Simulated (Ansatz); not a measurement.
Total energies of (HMg-mu-OH)2 (Mg₂O₂H₄) from Ansatz at r2SCAN-D4/def2-TZVP, gas phase (1 Eh = 27.2114 eV = 2625.5 kJ/mol). The reference geometry is relaxed at PBE-D4/def2-SVP.

```tsv
state	geometry	energy (Eh)
charge 0 singlet	reference	-553.10024
charge 1 doublet	reference	-552.77932
free Mg atom (singlet)	–	-200.03322
free H atom (doublet)	–	-0.49993
free O atom (triplet)	–	-75.05861
```

(1) Work out the vertical ionisation energy to the doublet.

(2) What is the binding energy per atom against free atoms?

(1) E(charge 1 doublet) − E(charge 0 singlet) = -552.77932 − (-553.10024) = 0.32092 Eh = 8.73 eV. For comparison, −ε of the highest occupied level is 6.20 eV at this level, 2.53 eV less.

(2) Atoms: 2 × (-200.03322) + 4 × (-0.49993) + 2 × (-75.05861) = -552.18338 Eh. Binding: -552.18338 − (-553.10024) = 0.91686 Eh = 24.95 eV, or 3.12 eV for each of 8 atoms (no zero-point energy, no counterpoise term).
